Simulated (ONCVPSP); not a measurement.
Hg: one change to an ONCV potential, before and after

ONCVPSP 4.0.1 input, shortened (lines: element, Z, core and valence counts, functional; n l f; lmax; l rc ep ncon nbas qcut; lloc lpopt rc5 dvloc0; l nproj debl; icmod fcfact rcfact), PBEsol, fully relativistic:

```
  Hg 80.00    9    5  -116133      upf
    1    0    2.00
    2    0    2.00
    2    1    6.00
    3    0    2.00
    3    1    6.00
    3    2   10.00
    4    0    2.00
    4    1    6.00
    4    2   10.00
    4    3   14.00
    5    0    2.00
    5    1    6.00
    5    2   10.00
    6    0    1.50
    3
    0    1.35    0.00    4    8    9.00
    1    1.80    0.00    4    7    8.60
    2    2.00    0.00    4    8    8.60
    3    0.90    0.00    4    9   20.60
    4    5    0.80    0.00
    0    2    3.50
    1    1    3.50
    2    2    3.60
    3    3    2.90
    0    0.00    0.00
```

Open shells are filled in proportion to 2j + 1.

In the f channel the program set the typed energies aside and used -3.609, 0.250, 3.150 Ha (j = l + 1/2; the other j can differ).

All-electron outer shells of the reference configuration (PBEsol, scalar-relativistic, ld1.x):

```csv
shell,level (eV),outermost node (bohr),outermost maximum (bohr)
4d,-352.97,0.20,0.40
5s,-122.64,0.47,0.82
4f,-100.34,–,0.37
5p,-70.95,0.51,0.93
5d,-14.24,0.55,1.17
6s,-10.71,1.08,2.16
```

Change: local potential polynomial inside 0.80 bohr (lpopt 5, dvloc0 -2.5 Ha).

Cutoffs: the cutoffs (Ha) at which the residual kinetic energy of the hardest occupied pseudo-wave falls to 1 and 0.1 mHa per electron; they do not see the model core or the augmentation charge, which bear on the density cutoff. Errors are all-electron minus pseudo energies relative to the spin-unpolarised reference configuration.

Task: What does the change do?

Result: The potential gets neither clearly harder nor softer (180 Ha and 194 Ha → 180 Ha and 194 Ha); both files keep a bound ghost (p, s); the number of tests with a reliable result goes from 4 to 0; the range in which the p3/2 phases agree widens (upper end -1.8 → -0.1).

| quantity | base | changed |
| --- | --- | --- |
| cutoff, loose | 180 Ha | 180 Ha |
| cutoff, tight | 194 Ha | 194 Ha |
| bound ghosts | s, p3/2, p1/2 | s, p1/2 |
| GHOST(+) flags under 300 eV | none | none |
| tests with a reliable result | 4 of 4 | 0 of 4 |
| s: phases at 1.37 bohr within 0.05 rad from the reference energy up to (Ha; the scan ends near 5) | to the end of the scan | to the end of the scan |
| p3/2: phases at 1.83 bohr within 0.05 rad from the reference energy up to (Ha; the scan ends near 5) | -1.8 | -0.1 |
| p1/2: phases at 1.83 bohr within 0.05 rad from the reference energy up to (Ha; the scan ends near 5) | -1.4 | -1.7 |
| d5/2: phases at 2.04 bohr within 0.05 rad from the reference energy up to (Ha; the scan ends near 5) | to the end of the scan | to the end of the scan |
| d3/2: phases at 2.04 bohr within 0.05 rad from the reference energy up to (Ha; the scan ends near 5) | to the end of the scan | to the end of the scan |
| f7/2: phases at 0.91 bohr within 0.05 rad from the reference energy up to (Ha; the scan ends near 5) | to the end of the scan | to the end of the scan |
| f5/2: phases at 0.91 bohr within 0.05 rad from the reference energy up to (Ha; the scan ends near 5) | to the end of the scan | to the end of the scan |

 A true bound ghost makes a file unfit for plane-wave use even where its test errors are small: the radial tests pick states by their node count and pass the ghost by.
